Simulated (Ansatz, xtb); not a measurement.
A geometry optimisation of C3H8AlF with r2SCAN-D4/def2-SVP

The starting geometry of this gas-phase singlet was built from a drawn formula by distance geometry and a force field; its bonds are those of `C[CH2][AlH][CH2]F`.

| atom | x (Å) | y (Å) | z (Å) |
| --- | --- | --- | --- |
| C | -0.1399 | -0.7257 | -0.3011 |
| C | 0.5737 | 0.5130 | -0.8689 |
| C | 0.7250 | -0.7318 | -4.0316 |
| Al | 0.1238 | 0.7062 | -2.7628 |
| F | -0.4363 | -1.2164 | -4.6840 |
| H | -1.2380 | -0.6626 | -0.3601 |
| H | 0.2356 | -1.6294 | -0.8224 |
| H | 0.0675 | -0.7971 | 0.8447 |
| H | 1.6967 | 0.4509 | -0.7501 |
| H | 0.1663 | 1.4344 | -0.3060 |
| H | -0.6019 | 2.0210 | -3.3342 |
| H | 1.4034 | -0.3270 | -4.8112 |
| H | 1.2178 | -1.5502 | -3.4460 |

Question: Predict what it relaxes into with r2SCAN-D4/def2-SVP.

Answer: A new bond forms, giving a structure with F5 bridging C3 and Al4, given below by its coordinates. Contacts that close: Al4–F5 (2.78 → 1.97 Å).

The energy falls by 0.50 eV over 32 steps:

```json
{"step": "1", "E − E(last) (eV)": "0.501"}
{"step": "4", "E − E(last) (eV)": "0.261"}
{"step": "8", "E − E(last) (eV)": "0.253"}
{"step": "11", "E − E(last) (eV)": "0.245"}
{"step": "15", "E − E(last) (eV)": "0.231"}
{"step": "18", "E − E(last) (eV)": "0.222"}
{"step": "22", "E − E(last) (eV)": "0.092"}
{"step": "25", "E − E(last) (eV)": "0.004"}
{"step": "29", "E − E(last) (eV)": "0.000"}
{"step": "32", "E − E(last) (eV)": "0.000"}
```

Final geometry (Å):

```xyz
13

C     0.0971   -0.8144   -0.4049
C     0.2564    0.6277   -0.9056
C     0.7654   -0.8447   -3.8794
Al    0.4902    0.8031   -2.8444
F    -0.7267   -0.4685   -3.7233
H    -0.7505   -1.3240   -0.8940
H     0.9954   -1.4192   -0.6160
H    -0.0780   -0.8694    0.6835
H     1.1058    1.1181   -0.3907
H    -0.6230    1.2331   -0.6101
H     0.5085    2.1756   -3.6424
H     0.9194   -0.8829   -4.9664
H     0.8336   -1.8494   -3.4401
```

From the same start GFN2-xTB reaches the same bonding as this run.

The end wasn't checked by frequencies. Run with Ansatz 0.2.0, 41 s on 2 threads of Intel(R) Xeon(R) 6975P-C (Granite Rapids) (shared host).
